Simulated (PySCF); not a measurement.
F₂H₂HfS₂, multiplicity 1. Atoms are numbered in the order given.

```xyz
7

Hf     0.0000     0.0000     0.2124
F      0.0000    -1.5119     1.3776
F      0.0000     1.5119     1.3776
S     -1.9764     0.0000    -1.2403
H     -2.8482     0.0000    -0.2000
S      1.9764     0.0000    -1.2403
H      2.8482     0.0000    -0.2000
```
Charge 0, spin multiplicity 1.

The structure is a stationary point at B3LYP-D3(BJ)/def2-SVP. A frequency run showed that this geometry is not a minimum. The spin state was assumed, not searched. The def2 effective core potentials stand for the cores of Hf; spin–orbit coupling is left out. Other conformers were not sampled.

The numbers are results of PBE0/def2-TZVP (PySCF), not measurements.

ESP charges are fitted to the potential on shells at 1.4 to 2.0 van der Waals radii. Atomic charges (e):

```
atom  ESP fit  Mulliken
----  -------  --------
Hf1      1.04      1.38
F2      -0.35     -0.40
F3      -0.35     -0.40
S4      -0.37     -0.47
H5       0.19      0.19
S6      -0.37     -0.47
H7       0.19      0.19
```
